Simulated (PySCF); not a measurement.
Vanadium: a sound run and one with changed settings

Sound run: V⁺ [Ar] 3d4, V²⁺ [Ar] 3d3. All numbers are calculated (PySCF 2.14, the spin-free X2C one-electron Hamiltonian (Gaussian nucleus), in jorge-DZP-DKH (8s6p2d1f, 43 functions)). In the sound run the correlated levels freeze [Ar]. The sound run starts from symmetry-adapted Hartree-Fock orbitals and uses a fine grid where one is needed.

Changed run: basis STO-3G, all-electron and non-relativistic. This setting is unsound on purpose.

| species | method | sound run (hartree) | changed run (hartree) | converged |
| --- | --- | --- | --- | --- |
| V⁺ | UHF | -947.88001 | -932.74344 | yes |
| V⁺ | PBE | -948.67225 | -933.30567 | yes |
| V⁺ | BP86 | -949.03110 | -933.64743 | yes |
| V⁺ | MP2 | -947.91116 | -932.74384 | yes |
| V²⁺ | UHF | -947.40113 | -932.43195 | yes |
| V²⁺ | PBE | -948.12236 | -932.95349 | yes |
| V²⁺ | BP86 | -948.47934 | -933.29535 | yes |
| V²⁺ | MP2 | -947.41158 | -932.43205 | yes |

Ionisation energy of V⁺:

```tsv
method	sound run (eV)	changed run (eV)
UHF	13.031	8.476
PBE	14.963	9.583
BP86	15.014	9.581
MP2	13.594	8.484
SCS-MP2	13.219	8.479
```

A minimal basis cannot let orbitals breathe on ionisation and holds almost no correlation. The Hamiltonian changed with the basis, so the totals do not compare.

For comparison, NIST gives 14.634 ± 0.007 eV between the lowest levels.
